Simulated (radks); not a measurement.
Species: the hafnium ion Hf57+. Configuration: [Ne] 3s2 3p3.

All-electron calculation, Dirac Kohn-Sham, LB94 model potential, spin-unpolarised, spherical densities, finite nucleus; open shells fill j = l - 1/2 first; Fermi nuclear charge, rms radius 5.347 fm. Program: a radial shooting solver on a logarithmic mesh with Libxc functionals.

Energy parts (hartree):
| part | energy |
|---|---|
| kinetic | 13321.1146 |
| electron-nucleus | -25911.1175 |
| Hartree | 1169.0201 |
(The LB94 potential has no energy functional, so no total or exchange-correlation energy is given.)

Orbitals (lengths in bohr, moments of r in powers of bohr):
| orbital | occ. | eigenvalue (hartree) | <r> |
|---|---|---|---|
| 1s1/2 | 2 | -2566.694 | 0.01896 |
| 2s1/2 | 2 | -568.5468 | 0.07876 |
| 2p1/2 | 2 | -552.2370 | 0.06521 |
| 2p3/2 | 4 | -507.1122 | 0.07267 |
| 3s1/2 | 2 | -227.7272 | 0.1918 |
| 3p1/2 | 2 | -221.7740 | 0.1801 |
| 3p3/2 | 1 | -209.9312 | 0.1914 |

The highest occupied level is 3p3/2 at -5712.5 eV. For comparison, the ionisation energy in NIST's Atomic Spectra Database is 5713 eV (theoretical). In exact Kohn-Sham theory the highest level is minus the ionisation energy, but local and semilocal functionals leave it too shallow, through self-interaction and a potential that decays too fast; potentials with the right tail come closer. Summed over all electrons, <r^2> = 0.2537 bohr^2, which gives a Langevin (diamagnetic) susceptibility term of -0.201 x 10^-6 cm^3/mol. The density falls to 0.001 e/bohr^3 at r = 0.57 bohr.

Beside tabulated values, note that spin-unpolarised runs miss the spin-polarisation part of the exchange energy of open shells.
